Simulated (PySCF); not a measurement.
# Radial density of F (fluorine, neutral)

UHF, [He] 2s2 2p5, 2P determinant. All numbers are calculated (PySCF 2.14, scalar relativity by spin-free X2C-1e, in x2c-TZVPall).

```
r (bohr)  4πr²ρ (e/bohr)  4πr²(ρα − ρβ)
 0.00240         0.03308         0.0000
 0.00403         0.09020         0.0000
 0.00678          0.2384         0.0000
  0.0114          0.6135         0.0001
  0.0192           1.495         0.0004
  0.0323           3.327         0.0011
  0.0543           6.326         0.0042
  0.0913           9.281         0.0184
   0.154           8.972         0.0774
   0.258           5.183         0.2791
   0.434           4.473         0.6917
   0.731           6.254         0.9368
    1.23           3.930         0.5365
    2.07          0.8473         0.0895
    3.48         0.04844         0.0025
    5.85       2.401e-05         0.0000
```

Densities and radii are taken from the X2C orbitals without a picture-change correction, which distorts them close to the nucleus.
